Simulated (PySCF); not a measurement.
Vertical excitations of a molecule C4H6O2 from TDA-B3LYP/def2-SVPD in PySCF 2.14.0, as energy in eV (oscillator strength): 5.20 (0.013), 5.89 (0.019), 6.09 (0.112), 6.12 (0.010), 6.25 (0.009), 6.58 (0.013), 6.76 (0.000), 7.31 (0.032), 7.44 (0.037), 7.54 (0.018). Lowest triplet (TDA): 3.70 eV. Coordinates come from a PBE0-D3(BJ)/def2-SVP optimisation. The values are those of a single conformer.

Question: Identify the compound among the candidates.
A) CC1=COCO1
B) O=C[C@H]1CCO1
C) CC1OC=CO1
D) C=CC(=O)OC

Answer: C, CC1OC=CO1
